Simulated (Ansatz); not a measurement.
Input for Ansatz (a first-principles code): R-CCSD(T)/def2-TZVPP on H2INTe (SMILES N[Te]I), a point of a torsion scan. Elements past Kr take the def2 small-core potentials; no spin–orbit coupling. The run froze 19 orbitals, filled d shells among them.

Ansatz 0.2 input:
```yaml
crystal:
  periodic: [false, false, false]
  atoms:
    - {symbol: N, position_ang: [-0.90828261, 0.02615302, 0.12496115]}
    - {symbol: Te, position_ang: [0.47763252, 1.42708653, -0.25216746]}
    - {symbol: I, position_ang: [0.90828675, 1.07471337, -2.89472440]}
    - {symbol: H, position_ang: [-0.63168608, -0.92533127, -0.06621466]}
    - {symbol: H, position_ang: [-1.81337637, 0.18692017, -0.29232173]}
basis:
  gaussian:
    orbitals: def2-TZVPP
magnetization: {spin_polarized: false}
correlation: {method: ccsd_t, electrons: outside_noble_gas}
scf: {lower_state_search: off}
```

The log:

```
WARN ansatz: RAYON_NUM_THREADS=1 ignored (pool sized by the plan → 1); use --threads N
Functional definition: HF
these checks for a lower state are left out or cut short: stability, starts, cluster_reference, orbital_swaps, neighbouring_geometries, increment
integrals: 0.41 GiB planned
1306 factors; integrals over basis functions are off by at most 9.8e-4 eV
mean field: 0.55 GiB planned
mean field evaluation 1: about -16850.5016 eV, gradient 3.0e1 eV
mean field evaluation 2: about -16850.6322 eV, gradient 3.0e1 eV
mean field evaluation 4: about -16852.5712 eV, gradient 3.1e0 eV
mean field evaluation 8: about -16852.6066 eV, gradient 2.4e-1 eV
mean field evaluation 16: about -16852.6071 eV, gradient 1.1e-6 eV
mean field -16852.60706312 eV, -619.3218864625 hartree, gradient 1.1e-6 eV, S^2 0.000000; 0 other end points of the search recorded, 0 dependent functions left out
19 core orbitals not correlated
reference -16852.60706312 eV, -619.3218864625 hartree; 10, 10 occupied and 130, 130 virtual orbitals, 1306 factors
second order -13.22623778 eV of doubles, -0.00000000 eV of singles
coupled cluster: 1.20 GiB planned
cycle   1  -13.63441846 eV  change   -4.1e-1 eV  update   9.1e-2
cycle   2  -13.98312470 eV  change   -3.5e-1 eV  update   2.8e-2
cycle   3  -14.06127916 eV  change   -7.8e-2 eV  update   1.6e-2
cycle   4  -14.05583701 eV  change    5.4e-3 eV  update   4.5e-3
cycle   5  -14.05456379 eV  change    1.3e-3 eV  update   2.8e-3
cycle   6  -14.05511662 eV  change   -5.5e-4 eV  update   1.1e-3
cycle   7  -14.05478192 eV  change    3.3e-4 eV  update   4.8e-4
cycle   8  -14.05481025 eV  change   -2.8e-5 eV  update   1.7e-4
cycle   9  -14.05484135 eV  change   -3.1e-5 eV  update   6.3e-5
cycle  10  -14.05481303 eV  change    2.8e-5 eV  update   2.8e-5
cycle  11  -14.05482626 eV  change   -1.3e-5 eV  update   1.4e-5
perturbative correction -0.62606024 eV, -0.0230072894 hartree
Total energy: -16867.28794963 eV, -619.8613990904 hartree
Checks for a lower state left out: stability, starts, cluster_reference, orbital_swaps, neighbouring_geometries, increment
```

Self-consistency was reached.

Cost: about 17 core-seconds (a rough figure).
